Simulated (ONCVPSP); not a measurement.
## C (Z = 6): excitation energies, all-electron against ONCV

carbon (C), optimised norm-conserving Vanderbilt (ONCV), made with ONCVPSP 4.0.1 (PBE, non-relativistic). Core [He], reference 2s2 (charge +2). Waves: 2s: rc 1.05 bohr, ncon 4, nbas 8, qcut 7.1 1/bohr, 2 projectors, debl 1 Ha; p scattering state at 0.27 Ha: rc 0.80 bohr, ncon 5, nbas 8, qcut 11.3 1/bohr, 2 projectors, debl 1.4 Ha. Local part: polynomial inside 0.50 bohr (lpopt 5, dvloc0 6 Ha). Core correction: Teter function, fcfact 2, rcfact 1.65.

In the s channel the program set the typed energies aside and used -1.483, 0.250 Ha. In the p channel the program set the typed energies aside and used 0.050, 1.450 Ha.

Energies are relative to the spin-unpolarised reference configuration 2s2; without spin polarisation the order of configurations can differ from experiment.

```tsv
valence configuration	charge	ΔE all-electron (eV)	error AE − PS (meV)
2s2 2p2	0	-35.024	+41
2s1	+3	48.172	+32
2s2 2p1.5	+0.5	-31.059	+34
```

**Question.** What are ΔE and the potential's error for 2s2 2p1?

**Answer.** ΔE = -24.159 eV all-electron; the error (AE − PS) is +22 meV.
